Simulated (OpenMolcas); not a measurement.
**What dynamic correlation does to the levels of Ne²⁺**

| Quantity | Value |
| --- | --- |
| Program | OpenMolcas 26.06 |
| Basis | ANO-RCC-VTZP [4s3p2d1f] |
| Scalar Hamiltonian | DKH2, point nucleus |
| Active space | 4 electrons in 3 orbitals (2p) |
| State averaging | 2S+1 = 3 even, 3 roots; 2S+1 = 1 even, 6 roots |
| Spin-orbit coupling | state interaction with AMFI integrals over the reference wave functions, term energies averaged over their components |

Methods on the same reference wave functions:
A. CASSCF
B. SS-CASPT2, IPEA 0.25 Eh, imaginary shift 0.1 Eh (closed shells correlated: 1s 2s)
C. XMS-CASPT2, IPEA 0.25 Eh, imaginary shift 0.1 Eh (closed shells correlated: 1s 2s)

Energies in cm-1 above 2s2 2p4 3P2, the measured ground level; measured values from Moore, Atomic Energy Levels, vol. I, NSRDS-NBS 35 (1971 reprint of NBS Circular 467, 1949).

```json
{"Level": "2s2 2p4 3P2", "A": "0.0", "B": "0.0", "C": "0.0", "Measured": "0.0"}
{"Level": "2s2 2p4 3P1", "A": "600", "B": "601", "C": "601", "Measured": "650"}
{"Level": "2s2 2p4 3P0", "A": "887", "B": "886", "C": "886", "Measured": "927"}
{"Level": "2s2 2p4 1D2", "A": "27868", "B": "26220", "C": "26450", "Measured": "25841"}
{"Level": "2s2 2p4 1S0", "A": "68990", "B": "58770", "C": "59280", "Measured": "55747"}
```

Deviations, from unrounded energies. A percentage is the sum of absolute deviations over the sum of measured energies, with the sign that they share, or ± where signs differ.

```csv
Against measurement,Levels,A,B,C
mean absolute deviation (cm-1),4,3800,870,1100
fine structure of the ground term (%),2,-5.7,-5.7,-5.7
other terms of the ground configuration (%),2,+18.7,+4.2,+5.1
```

B lies closest to measurement on these levels and A furthest from it. The largest miss of B in the table is 2s2 2p4 1S0, by +3000 cm-1. The ranking rests on the paired levels alone, and a cruder setting can come out closer through cancelling errors.

Between B and C the level of the table that moves most is 2s2 2p4 1S0, by 510 cm-1 (lowest in B, highest in C). Moves below CASPT2's spread within the term are not significant.

The mean deviations of B to C differ by less than CASPT2's widest spread within a term (490 cm-1), so their order carries little weight.

From A to B the spin-free energies of the other terms of 2s2 2p4 shown, above 3P, scale by factors of 0.85 to 0.94.

The lowest spin-free term lies below A's lowest term by 0.169 hartree in B, 0.172 hartree in C.

Term energies are means over components that CASPT2 splits; among the terms shown or strongly mixed into the levels shown the widest spread is 490 cm-1 (2s2 2p4 1D, C). With the s shell closed, the reference lacks s² → p² mixing. Measured partners are found by configuration, term and J. A level has none where our copy of the source lacks it or the pairing is in doubt (some pairs that miss far off the trend of their configuration count as doubtful), and it then counts in no deviation. Only configurations of the active space appear.
